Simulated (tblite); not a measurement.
Species: C4H8BFO2.
Numbering: `[CH3:1][C@@:2]1([CH2:3][F:4])[CH2:5][O:6][BH:7][O:8]1` (hydrogens: H9, H10, H11 on C1; H12, H13 on C3; H14, H15 on C5; H16 on B7)

Computed with GFN2-xTB (tblite), gas phase: nudged elastic band of 9 images (0 to 8), spring 0.2 eV/Å², climbing image at the end, force threshold 0.05 eV/Å. The top image wasn't refined or checked by frequencies; at this threshold it can lie a kcal/mol or more above the true saddle point of the method.

The band describes a rotation about C2–C3 (sp3 carbon bound to oxygen, sp3 C–F carbon), followed by the dihedral C1–C2–C3–F4, from the optimised start (65°) to a second optimised geometry at 170°.

Problem. Give the energy profile along the converged band.

Solution. 
| image | dihedral (°) | E (kJ/mol) | C2–C3 (Å) | C1···F4 (Å) | largest true force (eV/Å) |
| --- | --- | --- | --- | --- | --- |
| 0 | 65 | 0.00 | 1.536 | 2.94 | 0.01 |
| 1 | 79 | 1.65 | 1.538 | 3.09 | 0.04 |
| 2 | 92 | 5.42 | 1.542 | 3.24 | 0.06 |
| 3 | 106 | 9.38 | 1.547 | 3.38 | 0.06 |
| 4 | 119 | 11.72 | 1.549 | 3.50 | 0.05 |
| 5 | 133 | 11.73 | 1.548 | 3.60 | 0.05 |
| 6 | 146 | 9.80 | 1.544 | 3.66 | 0.06 |
| 7 | 159 | 7.39 | 1.539 | 3.70 | 0.05 |
| 8 | 170 | 6.08 | 1.535 | 3.71 | 0.01 |

Barriers of this band. The top is image 5 at 133°: 11.73 kJ/mol forward and 5.65 kJ/mol back; the end lies 6.08 kJ/mol above the start. The central bond is 0.012 Å longer at the top than at the start.

Problem. What rate follows at 200 K for crossing this barrier forward?

Solution. Taking the electronic barrier for the free energy of activation (no zero-point or entropy terms, transmission 1), rate = (kT/h)·exp(−ΔE/kT) ≈ 4 × 10^9 s⁻¹, whose inverse is 3 × 10^-10 s. An error of 1 kcal/mol in the barrier changes this by a factor of 12, and the method and the loose band can each miss by that much or more.

Problem. How would the two end points share their population at 200 K, from these energies alone?

Solution. exp(−ΔE/kT) with ΔE = 0.063 eV gives 0.026 for the higher one (end) against 1 for the lower, without vibrational, rotational or degeneracy terms. GFN2-xTB can put conformers this close in the wrong order.

What follows is the cost of the whole band run. On an Arm Neoverse V1 with one thread, shared host, this took 2.1 s wall.
